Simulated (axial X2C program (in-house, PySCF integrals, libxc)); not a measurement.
**Potential curves of CsSe⁺, scalar-relativistic**

Calculated with an axial X2C code built on PySCF integrals. Spin-free means the one-electron spin-free X2C Hamiltonian. Basis: Cs dyall-cv3z [15s15p9d4f1g], Se dyall-cv3z [8s9p6d4f1g] (cores contracted in-house); Gaussian nuclei, density fitting, unrestricted open shells. Masses: Cs 132.905 u, Se 79.917 u.

State: M_S = 1, Λ = 0 (beyond evenly filled blocks: π+α, π-α). Energies in kJ/mol from the fragments at the same level (Cs+ + Se). Fits are polynomials in 1 − R0/R over 0.85 to 1.23 times the lowest point R0.

```json
{"R (Å)": "3.3443", "CCSD(T)": "", "HF": "2.00", "CCSD": "", "MP2": "-12.80"}
{"R (Å)": "3.4980", "CCSD(T)": "-18.78", "HF": "-9.33", "CCSD": "-19.17", "MP2": "-21.06"}
{"R (Å)": "3.6134", "CCSD(T)": "-22.23", "HF": "-14.48", "CCSD": "-22.77", "MP2": "-24.31"}
{"R (Å)": "3.7287", "CCSD(T)": "-23.94", "HF": "-17.63", "CCSD": "-24.60", "MP2": "-25.85"}
{"R (Å)": "3.8440", "CCSD(T)": "-24.46", "HF": "-19.36", "CCSD": "-25.22", "MP2": "-26.23"}
{"R (Å)": "3.9785", "CCSD(T)": "-24.05", "HF": "-20.13", "CCSD": "-24.92", "MP2": "-25.70"}
{"R (Å)": "4.1131", "CCSD(T)": "-22.96", "HF": "-20.02", "CCSD": "-23.93", "MP2": "-24.52"}
{"R (Å)": "4.2861", "CCSD(T)": "-21.05", "HF": "-19.10", "CCSD": "-22.12", "MP2": "-22.51"}
{"R (Å)": "4.4975", "CCSD(T)": "", "HF": "-17.40", "CCSD": "", "MP2": "-19.82"}
{"R (Å)": "4.8050", "CCSD(T)": "", "HF": "-14.67", "CCSD": "", "MP2": "-16.09"}
```

Correlated methods: 14 electrons correlated (number of frozen shells: Cs 4 s, 3 p, 2 d; Se 3 s, 2 p, 1 d), 312 virtual spin orbitals or spinors in MP2.

The state is one determinant whose occupation by symmetry is held fixed; it was picked as the lowest of a PBE0 search that is not exhaustive. De is counted from the lowest determinant-based energies of the atoms at the same level, without counterpoise correction. Coupled cluster ran in a truncated set of natural virtual spinors; the MP2 energy of the rest was added. (T) has no such correction and the atoms are truncated less, which lowers De at CCSD(T) by a hundredth of an eV or more. Other states lie close and PBE0, whose exact exchange favours high spin, may order them wrongly; the determinant shown need not be the ground state. The nearest other spin-free determinant of the search, M_S = 1, Λ = 1, lies 0.33 eV up at the distance of the search. Spin-free De lacks the spin–orbit lowering of the heavy p-block atom, a tenth of an eV or more for 4p and 5p, up to an eV for 6p and one to two eV for 7p atoms, less what an open-shell molecule gains itself. Coupled cluster ran on the points near the minimum only. MP2 and coupled cluster on one determinant become unreliable at the stretched end.

Question: Fit the CCSD(T) curve near its minimum: give the equilibrium distance, the harmonic wavenumber and the well depth.

Answer: At CCSD(T), spin-free: Re = 3.851 Å, ωe ≈ 57.7 cm⁻¹, De = 0.25 eV to Cs+ + Se; Be follows as 0.0228 cm⁻¹.

Question: Fit the HF curve near its minimum: give the equilibrium distance, the harmonic wavenumber and the well depth.

Answer: At HF, spin-free: Re = 4.022 Å, ωe ≈ 48.4 cm⁻¹, De = 0.21 eV to Cs+ + Se; Be follows as 0.0209 cm⁻¹.

Question: Fit the CCSD curve near its minimum: give the equilibrium distance, the harmonic wavenumber and the well depth.

Answer: At CCSD, spin-free: Re = 3.866 Å, ωe ≈ 56.7 cm⁻¹, De = 0.26 eV to Cs+ + Se; Be follows as 0.0226 cm⁻¹.

Question: What are Re, ωe and De at the MP2 level?

Answer: At MP2, spin-free: Re = 3.834 Å, ωe ≈ 58.6 cm⁻¹, De = 0.27 eV to Cs+ + Se; Be follows as 0.023 cm⁻¹.
